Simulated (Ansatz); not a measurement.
Other settings, tried on [closo-2-(I)B5H4]2- (B₅H₄I²⁻).

```yaml
crystal:
  periodic: [false, false, false]
  atoms:
    - {symbol: B, position_ang: [0.104982, 0.565991, 0.686438]}
    - {symbol: B, position_ang: [0.659796, -0.884933, -0.182583]}
    - {symbol: B, position_ang: [0.783787, 0.681086, -0.813586]}
    - {symbol: B, position_ang: [-0.807572, -0.809281, 0.658150]}
    - {symbol: B, position_ang: [-0.805537, 0.099358, -0.770066]}
    - {symbol: I, position_ang: [0.375766, 2.028091, 2.460658]}
    - {symbol: H, position_ang: [1.405268, -1.840700, -0.344814]}
    - {symbol: H, position_ang: [1.523271, 1.391221, -1.468543]}
    - {symbol: H, position_ang: [-1.539163, -1.476840, 1.364727]}
    - {symbol: H, position_ang: [-1.700589, 0.245996, -1.590381]}
basis:
  gaussian: {orbitals: def2-mTZVPP}
total_charge: -2
magnetization: {spin_polarized: true, initial_magnetization: 2}
hamiltonian: {xc: {name: revPBE}, dispersion: d3bj, pseudopotentials: {relativity: scalar}}
accuracy: high
scf: {omitted_lower_state_checks: [starts]}
output: {forces: true}
```

```sh
$ ansatz run in.yaml --threads 4 --pin off --events-out ev --progress --plain --max-ram 4787MiB
```

Output, abridged:

```
Functional definition: revPBE
3171 factors; integrals over basis functions are off by at most 1.6e-8 eV
mean field evaluation 1: about -11523.8848 eV, gradient 4.8e1 eV
mean field evaluation 2: about -11068.8548 eV, gradient 2.1e2 eV
mean field evaluation 4: about -11541.0924 eV, gradient 1.7e1 eV
mean field evaluation 8: about -11543.4429 eV, gradient 3.6e-1 eV
mean field evaluation 16: about -11543.4378 eV, gradient 4.0e-3 eV
mean field evaluation 32: about -11543.4378 eV, gradient 3.0e-8 eV
mean field -11543.43781959 eV, -424.2135154468 hartree, gradient 9.5e-9 eV, S^2 2.005053; 0 other end points of the search recorded, 0 dependent functions left out
reference -11543.43782434 eV, -424.2135156212 hartree; 29, 27 occupied and 122, 124 virtual orbitals, 3171 factors
Total energy: -11544.06794427 eV, -424.2366721015 hartree
Relativity: scalar
Atom 0 at     0.104982     0.565991     0.686438 Å, force    -0.082297    -0.438102    -0.528771 eV/Å
Atom 1 at     0.659796    -0.884933    -0.182583 Å, force     0.310843    -0.559058    -0.232474 eV/Å
Atom 2 at     0.783787     0.681086    -0.813586 Å, force     0.406949     0.275960    -0.553317 eV/Å
Atom 3 at    -0.807572    -0.809281     0.658150 Å, force    -0.454065    -0.529074     0.246718 eV/Å
Atom 4 at    -0.805537     0.099358    -0.770066 Å, force    -0.424541    -0.064171    -0.528046 eV/Å
Atom 5 at     0.375766     2.028091     2.460658 Å, force     0.232382     1.253939     1.521249 eV/Å
Atom 6 at     1.405268    -1.840700    -0.344814 Å, force    -0.036075     0.140161     0.103583 eV/Å
Atom 7 at     1.523271     1.391221    -1.468543 Å, force    -0.137031    -0.188400     0.026320 eV/Å
Atom 8 at    -1.539163    -1.476840     1.364727 Å, force     0.110028     0.042651    -0.203117 eV/Å
Atom 9 at    -1.700589     0.245996    -1.590381 Å, force     0.073806     0.066095     0.147855 eV/Å
Dipole moment:     0.232853     1.256267     1.523981 e Å
Checks for a lower state left out: starts
```

It took 9.5 s on 4 threads of Arm Neoverse V2 on a shared host, peak host memory 0.7 GiB.

In the def2 sets I takes a core potential; there is no spin–orbit coupling. A multiply charged anion in the gas phase is held together partly by the finite basis. The highest occupied level of an anion often lies above zero with these methods, and sets without diffuse functions describe the outer electron poorly.

The dipole of an ion depends on the origin.
